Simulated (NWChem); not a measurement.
Species: SiH$_{2}$SO, singlet; SMILES O[Si]S

```xyz
5

Si    -0.6882    -0.6714     0.0000
O      0.6861    -1.6088     0.0000
H      1.5724    -1.2279     0.0000
S      0.2230     1.3081     0.0000
H     -0.9598     1.9606     0.0000
```
Atoms are numbered in this order, from 1.

Results from NWChem. Geometry optimised at PBE0/def2-SVP; all other runs use it. Low-valent species are run as closed-shell singlets; no triplet was tried in these runs.

| quantity | level | value |
|---|---|---|
| anisotropy (bohr³), static | B3LYP/def2-SVPD | 25.1 |
| cavity-dispersion-structure term (kcal/mol) in water | PBE0/def2-SVP, SMD | 1.0 |
| −ε(HOMO) (eV) | B3LYP/def2-SVP | 6.68 |
| vertical, lowest excitation, singlet (eV) | B3LYP/def2-SVPD, TDA | 4.39 |
| dipole (D) | PBE0/def2-SVP | 0.77 |
| highest harmonic frequency (cm⁻¹) | PBE0/def2-SVP | 3874 |
